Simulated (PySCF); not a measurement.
Worked example: oscillator strength and radiative lifetime

Zr(OH)2(NH2)2 (H6N2O2Zr), SMILES [OH][Zr]([NH2])([OH])[NH2], multiplicity 1.

Geometry: PBE0-D3(BJ)/def2-SVP. The multiplicity is an assumed one; no other spin state was optimised. The structure was generated by enumeration; whether it is a known compound was not checked. The def2 effective core potentials stand for the cores of Zr; spin–orbit coupling is left out. One conformer was computed; it need not be the lowest.

TDA-PBE/def2-SVPD in PySCF puts the first singlet state with f over 0.02 at 4.65 eV (vertical), with the transition dipole (0.056, 0.437, 0.000) in atomic units.

Problem. Find the oscillator strength, the wavelength and the radiative lifetime that this transition would have in vacuum if emission retraced absorption.

Solution. 
|μ|² = 0.1941 au, so |μ| = 1.12 D. ΔE = 4.65/27.211 = 0.1709 hartree. f = (2/3) ΔE |μ|² = 0.022 (the program prints 0.022).
λ = 1239.84/4.65 = 267 nm; ν = 37505 cm⁻¹.
Einstein's coefficient A = 0.6670 ν² f s⁻¹ (ν in cm⁻¹) = 2.1e7 s⁻¹, so τ = 1/A = 48 ns. This state is S2; the lower singlet has f = 0.008. The figure is the radiative limit of this one transition; relaxation, internal conversion, crossing to triplets and a medium change what is measured.
